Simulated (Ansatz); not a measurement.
Energy difference R1 + R2 → P1 + P2, each structure at its B3LYP-D3(BJ)/def2-TZVP stationary point, reached from a drawn start (curvature not checked).
R1: N atom, charge 0, multiplicity 4.
P1, NO (SMILES [N]=O) (charge 0, multiplicity 2):
| atom | x (Å) | y (Å) | z (Å) |
|---|---|---|---|
| N | 0.0000 | 0.0000 | -0.5725 |
| O | 0.0000 | 0.0000 | 0.5725 |
P2: O atom, charge 0, multiplicity 3.
R2, O2 (SMILES O=O) (charge 0, multiplicity 3, Z-matrix in Å and degrees):
```
O
O 1 1.2043
```

P less R. No zero-point or thermal terms; open shells are unrestricted; no spin–orbit coupling.

Correlated levels freeze the cores.

The values were computed with Ansatz (a first-principles code). No computed number here is a measurement.

Total energies in hartree:

```csv
structure,PBE/def2-TZVPPD,PBE0/def2-TZVPPD,CCSD(T)/aug-cc-pVQZ
R1,-54.532237,-54.543884,-54.525511
P1,-129.816571,-129.807118,-129.758052
P2,-75.010690,-75.019247,-74.995268
R2,-150.249893,-150.236349,-150.178661
```

### Question
Work out the reaction energy at each level in kJ/mol (1 hartree = 2625.49964 kJ/mol), and say how far PBE/def2-TZVPPD lies from CCSD(T)/aug-cc-pVQZ.

### Answer
- PBE/def2-TZVPPD: (-129.816571) + (-75.010690) − (-54.532237) − (-150.249893) = -0.045131 hartree = -118.5 kJ/mol
- PBE0/def2-TZVPPD: (-129.807118) + (-75.019247) − (-54.543884) − (-150.236349) = -0.046132 hartree = -121.1 kJ/mol
- CCSD(T)/aug-cc-pVQZ: (-129.758052) + (-74.995268) − (-54.525511) − (-150.178661) = -0.049148 hartree = -129.0 kJ/mol
PBE/def2-TZVPPD less CCSD(T)/aug-cc-pVQZ: 10.5 kJ/mol. CCSD(T)/aug-cc-pVQZ is the level counted from, the highest shown, and no exact or measured value.
